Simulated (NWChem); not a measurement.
System: ZnNH2Br; SMILES [NH2][Zn][Br]

The following NWChem deck was run.

```
start job
memory heap 200 mb stack 900 mb global 1100 mb
geometry units angstroms noautoz
  Zn     0.165230    -0.791071    -0.001796
  Br    -0.141425     1.425167     0.004049
  N      0.560504    -2.565971    -0.006665
  H      0.303509    -3.079590    -0.846853
  H      0.223560    -3.104898     0.788315
end
basis spherical
  * library def2-tzvp
end
dft
  xc bhlyp
  iterations 150
  mulliken
end
task dft energy
```

Coordinates come from a PBE0/def2-SVP optimisation.

Question: Predict the main results of this run. (BHandHLYP/def2-TZVP.) Quantities: energy (Ha); highest occupied level (eV); orbital gap (eV); dipole (D).

Answer: 
```json
{
 "energy (Ha)": "-4409.52",
 "highest occupied level (eV)": "-8.60",
 "orbital gap (eV)": "8.28",
 "dipole (D)": "2.23"
}
```
